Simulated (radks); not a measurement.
Results of a calculation; reference values are marked as such.
Spherical jellium clusters: N electrons in a uniform positive sphere of charge N and radius rs N^(1/3), rs = 5.25 bohr. Level of theory: non-relativistic Kohn-Sham, PBEsol, spin-polarised, spherical densities (a radial shooting solver with Libxc functionals). Levels are named by radial order and angular momentum (1s, 1p, 1d, 2s, ...), and open shells are averaged over m.

N = 9, configuration 1s2 1p6 1d(up 1, down 0). This is the lowest configuration that the search found. Occupied levels:

level,occupation,eigenvalue (eV),<r> (bohr)
1s up,1,-3.4263,7.325
1s down,1,-3.3733,7.052
1p up,3,-2.7706,8.543
1p down,3,-2.6647,8.390
1d up,1,-1.9173,9.562

Energy (eV): total -15.6317, kinetic 9.6869, external -240.13, Hartree 119.39, exchange-correlation -25.683, background 121.10.
